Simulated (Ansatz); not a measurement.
A nudged elastic band was laid between two geometries of ClF2H3O3W + FH (12 atoms, charge 0, multiplicity 1).

Theory: RHF/def2-SVP (Ansatz 0.2.0).

```yaml
movable_images: 7
climbing_image: yes
spring: 5.0 eV/Å²
optimiser: quadratic models (default)
start_path: through a guess of the saddle point
force_threshold: 0.03 eV/Å
iteration_limit: 60
end_points: relaxed
```

Image 0:

```xyz
12
Properties=species:S:1:pos:R:3
W -0.102 -0.422 0.438
Cl -0.942 -0.887 2.613
F 1.531 -0.986 1.145
F 0.367 1.281 1.174
O -1.803 0.104 0.029
H -2.669 0.209 0.398
O -0.306 -2.122 -0.191
H 0.148 -2.954 -0.179
O 0.664 0.254 -1.074
H 1.113 1.083 -1.246
F 1.673 2.746 -0.527
H 1.322 2.551 0.293
```

Image 8:

```xyz
12
Properties=species:S:1:pos:R:3
W 0.498 -0.037 -0.254
Cl -1.874 1.261 3.225
F 2.316 -0.481 -0.222
F 1.097 1.722 -0.463
O -1.242 0.431 0.034
H -1.813 0.702 0.745
O 0.204 -1.839 -0.023
H 0.754 -2.604 0.071
O 0.377 -0.085 -2.084
H 0.565 0.489 -2.814
F 0.744 0.288 1.593
H -0.630 1.011 3.065
```

**Question.** What changes between the two ends?

**Answer.** Bonds broken: W1–Cl2, F11–H12. Bonds formed: W1–F11, Cl2–H12. ClF2H3O3W + FH becomes ClH + F3H3O3W.

**Question.** Give the energies along the band, and the barrier.

**Answer.** The forces met the threshold. The highest image is number 4 of 0 to 8, 30.8 kcal/mol above the first end and 38.5 kcal/mol above the last; the last end lies 7.8 kcal/mol below the first. A vibrational analysis at the climbing image gives one clearly imaginary mode, 253i cm⁻¹: a first-order saddle point. The orbitals stay closed-shell, which can raise the energy where a bond breaks towards radicals; this wasn't checked here.

```json
{"image": "0", "path coordinate (Å)": "0.00", "energy (kcal/mol)": "0.0", "W1–Cl2 (Å)": "2.38", "F11–H12 (Å)": "0.91", "W1–F11 (Å)": "3.76"}
{"image": "1", "path coordinate (Å)": "1.99", "energy (kcal/mol)": "4.5", "W1–Cl2 (Å)": "2.37", "F11–H12 (Å)": "0.91", "W1–F11 (Å)": "4.54"}
{"image": "2", "path coordinate (Å)": "3.98", "energy (kcal/mol)": "4.6", "W1–Cl2 (Å)": "2.36", "F11–H12 (Å)": "0.91", "W1–F11 (Å)": "4.35"}
{"image": "3", "path coordinate (Å)": "5.98", "energy (kcal/mol)": "12.3", "W1–Cl2 (Å)": "2.46", "F11–H12 (Å)": "0.91", "W1–F11 (Å)": "3.64"}
{"image": "4", "path coordinate (Å)": "7.97", "energy (kcal/mol)": "30.8", "W1–Cl2 (Å)": "3.16", "F11–H12 (Å)": "1.03", "W1–F11 (Å)": "2.18"}
{"image": "5", "path coordinate (Å)": "8.97", "energy (kcal/mol)": "5.0", "W1–Cl2 (Å)": "3.72", "F11–H12 (Å)": "1.74", "W1–F11 (Å)": "1.92"}
{"image": "6", "path coordinate (Å)": "9.96", "energy (kcal/mol)": "-4.7", "W1–Cl2 (Å)": "4.19", "F11–H12 (Å)": "1.97", "W1–F11 (Å)": "1.89"}
{"image": "7", "path coordinate (Å)": "10.95", "energy (kcal/mol)": "-7.3", "W1–Cl2 (Å)": "4.34", "F11–H12 (Å)": "2.10", "W1–F11 (Å)": "1.89"}
{"image": "8", "path coordinate (Å)": "11.94", "energy (kcal/mol)": "-7.8", "W1–Cl2 (Å)": "4.41", "F11–H12 (Å)": "2.14", "W1–F11 (Å)": "1.89"}
```

**Question.** What is the geometry of the highest image?

**Answer.** 
```xyz
12
Properties=species:S:1:pos:R:3:forces:R:3
W 0.292 0.123 -0.082 0.00 0.00 0.00
Cl -0.453 -0.488 2.930 0.00 0.00 0.00
F 2.042 -0.063 0.455 0.00 0.00 0.00
F 0.736 1.768 -0.842 0.00 0.00 0.00
O -1.445 0.511 0.257 0.00 0.00 0.01
H -1.917 0.458 1.087 0.00 0.00 -0.01
O 0.121 -1.676 0.007 0.00 0.00 0.01
H 0.252 -2.466 -0.499 0.00 0.00 -0.01
O 0.243 -0.248 -1.903 0.00 0.00 0.00
H 0.390 0.488 -2.487 0.00 0.00 0.00
F 0.523 1.521 1.582 0.00 0.00 -0.01
H 0.214 0.930 2.369 0.00 0.00 0.00
```

**Question.** What are the harmonic wavenumbers there?

**Answer.** 253i, 44, 120, 137, 174, 184, 238, 257, 278, 324, 338, 412, 428, 460, 533, 568, 624, 674, 684, 743, 774, 835, 870, 999, 1006, 1073, 1942, 4016, 4115, 4173 cm⁻¹.

Run time: 14 min on 4 threads of Arm Neoverse V1, with other jobs on the host, peak memory 0.56 GiB.
